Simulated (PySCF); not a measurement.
Compound: H4NSiTe (doublet state).
Bonds: N1–Si2, Si2–Te3. Hydrogens: H4 on N1; H5, H6 on Si2; H7 on Te3.

Level of theory: PBE0-D3(BJ)/def2-SVP geometry optimisation, gas phase, def2 core potentials past Kr (PySCF).

Q: How far are the bound atoms from Te3?

A: 2 atoms: H7 1.665 Å, Si2 2.520 Å. The nearest atom not counted as bound is H5, at 3.26 Å.

Q: What is the shape at Te3?

A: Bent: angle 90.8°.

Q: What are the other bond lengths?

A: N1–Si2 1.737 Å; N1–H4 1.028 Å; Si2–H5 1.486 Å; Si2–H6 1.497 Å.

Q: Give some angles away from the centre.

A: N1–Si2–Te3 101.9°.

Q: What are the rotational constants (commonest isotopes, rigid rotor)?

A: A = 14208, B = 1956, C = 1799 MHz: a near-prolate asymmetric top.

Charge 0, doublet. ⟨S²⟩ = 0.758 (exact for a doublet: 0.75). Stationary, but not proved a minimum.

Time: 36 s wall; peak memory 0.35 GiB. Hardware: an Intel Xeon Platinum 8375C at 2.90 GHz with one thread, no GPU, on a shared host. This is the geometry optimisation.

The values belong to the conformer `[NH:1][SiH2:2][TeH:3]`: H–N1–Si2–Te3 -82°.
